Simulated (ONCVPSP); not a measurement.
# Potentials for Ti (Z = 22) compared

Generated with ld1.x 7.5 (TM, RRKJ, ultrasoft, PAW), atompaw 4.2 or ONCVPSP 4.0.1. The cutoff is in Ry: for ld1.x and atompaw files where the sum of valence levels is converged to 10 mRy in a Bessel basis, for ONCV files where the hardest occupied wave has 1 mHa per electron of residual kinetic energy. The error is the largest all-electron minus pseudo excitation energy over each file’s own four to seven test configurations (ionisations up to +4, promotions, holes and added fractions of an electron), all of which were solved. The labels leave out finer settings (local radius, basis sizes, second energies), which also bear on the numbers. Spin-polarised tests are not counted. The rows are a selection from randomly drawn settings: files with unsolved tests, undetermined cutoffs or missed reference levels are left out.

```csv
potential,cutoff (Ry),largest error (meV),bound ghosts
"ONCV, PBE, scalar-relativistic, rc 1.55/1.45/1.80 (spd), local smoothed, core correction yes, reference 3s2 3p6 3d2, qcut 7.4/11.2/10.6, projectors 1/3/1",67,+735,none
"ONCV, PBE, scalar-relativistic, rc 2.40/1.55/1.55 (spd), local d, core correction no, reference 3p6 3d2 4s2, qcut 2.3/7.5/8.9, projectors 3/1/0",63,+181,none
"ONCV, LDA (Perdew-Wang 92), scalar-relativistic, rc 1.60/1.00/1.25/1.25 (spdf), local smoothed, core correction yes, reference 3s2 3p6 3d2 4s1.5, qcut 9.8/7.5/8.9/7.7, projectors 2/2/1/2",120,-0.8,none
"ONCV, PBE, scalar-relativistic, rc 1.65/1.50/1.60 (spd), local smoothed, core correction no, reference 3s2 3p6 3d1, qcut 9.5/9.3/11.5, projectors 2/1/2",84,+54,none
"ONCV, PBEsol, scalar-relativistic, rc 2.00/1.35/1.35 (spd), local smoothed, core correction yes, reference 3s2 3p6 3d2 4s2, qcut 6.3/8.3/13.9, projectors 2/2/1",113,-305,none
"ONCV, PBE, scalar-relativistic, rc 1.30/1.40/1.55/1.60 (spdf), local smoothed, core correction no, reference 3s2 3p6 3d2 4s2, qcut 9.5/11.1/8.7/8.1, projectors 2/2/3/3",69,+22,none
```

Task: Fill in the row for Ti: ONCV, LDA (Perdew-Zunger), scalar-relativistic, rc 1.55/1.60/2.20 (spd), local smoothed, core correction yes, reference 3s2 3p6 3d2 4s2, qcut 6.8/8.3/6.6, projectors 2/2/1.

Result: cutoff 41 Ry, largest error +162 meV, bound ghosts: none.

Task: Fill in the row for Ti: ONCV, PBE, scalar-relativistic, rc 2.55/2.40/1.45 (spd), local smoothed, core correction yes, reference 3d2 4s2, qcut 2.4/3/8.9, projectors 3/1/2.

Result: cutoff 69 Ry, largest error -294 meV, bound ghosts: none.

Task: Fill in the row for Ti: ONCV, LDA (Perdew-Wang 92), scalar-relativistic, rc 1.30/1.25/2.35/1.40 (spdf), local smoothed, core correction yes, reference 3s2 3p6 3d2, qcut 11/9/6.1/5.6, projectors 2/3/2/2.

Result: cutoff 72 Ry, largest error +2076 meV, bound ghosts: none.
